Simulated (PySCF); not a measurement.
## Potential energy of SrSn⁺ along the bond

Set-up: PySCF, scalar-relativistic core potentials, basis sets Sr def2-SVP with ECP28, Sn def2-SVP with ECP28. Energies in eV from Sr⁺ + Sn in their ground configurations at the same level. All curves are PBE0. state 1: ⁴Σ⁻ (quartet), unpaired electrons σ ↑, π ↑↑; state 2: ²Π (doublet), unpaired electrons π ↑, a second solution, started from another occupation; state 3: Ms = 0.5 determinant of mixed spin (⟨S²⟩ near 1.8), unpaired electrons σ ↑, π ↑↓, a mixture of terms (⟨Lz²⟩ = 2.0), a second solution, started from another occupation; state 4: Ms = 0.5 determinant of mixed spin (⟨S²⟩ near 1.8), unpaired electrons σ ↓, π ↑↑, a second solution, started from another occupation.

```tsv
R (Å)	state 1	state 2	state 3	state 4
2.617	-0.606	0.519	-0.0846	-0.0433
2.739	-0.985	-0.144	-0.4694	-0.4215
2.860	-1.191	-0.594	-0.6831	-0.6326
2.952	-1.263	-0.826	-0.7622	-0.7124
3.043	-1.283	-0.988	-0.7901	-0.7433
3.134	-1.264	-1.095	-0.7797	-0.7383
3.256	-1.196	-1.171	-0.7235	-0.6933
3.408	-1.065	-1.191	-0.6103	-0.6007
3.591	-0.877	-1.145	-0.4451	-0.4698
3.834	-0.620	-1.023	-0.2213	-0.3046
```

Task: Put a parabola through the three lowest points of the state 1 curve and estimate Re, k and ωe (reduced mass 50.72 u; 1 eV/Å² = 0.16022 mdyn/Å; ωe = 1302.8·√(k/μ) cm⁻¹).

Result: Through R = 2.952, 3.043, 3.134 Å the second-order coefficient is 2.35 eV/Å², so Re ≈ 3.044 Å, k ≈ 0.755 mdyn/Å and ωe ≈ 159 cm⁻¹. A polynomial fit of higher order to the unrounded PBE0 energies gives Re = 3.040 Å, k = 0.756 mdyn/Å, ωe = 159 cm⁻¹; anharmonicity and rounding make the difference.

The higher-order fit for each curve: state 1: Re = 3.040 Å, ωe = 159 cm⁻¹, De = 1.28 eV; state 2: Re = 3.377 Å, ωe = 118 cm⁻¹, minimum 1.19 eV below the ground-state fragments; state 3: Re = 3.060 Å, ωe = 152 cm⁻¹, minimum 0.79 eV below the ground-state fragments; state 4: Re = 3.073 Å, ωe = 144 cm⁻¹, minimum 0.75 eV below the ground-state fragments.

⟨S²⟩ of the unrestricted solution departs from its pure value on part of the curve, where spin states mix. These are scalar-relativistic numbers at best; spin–orbit coupling would shift them, the dissociation energy most. For an ion De counts to the pair picked by the measured ionisation energies or electron affinities, which need not be the lowest pair at this level. The state was picked by a PBE0 search and need not be the measured ground state.
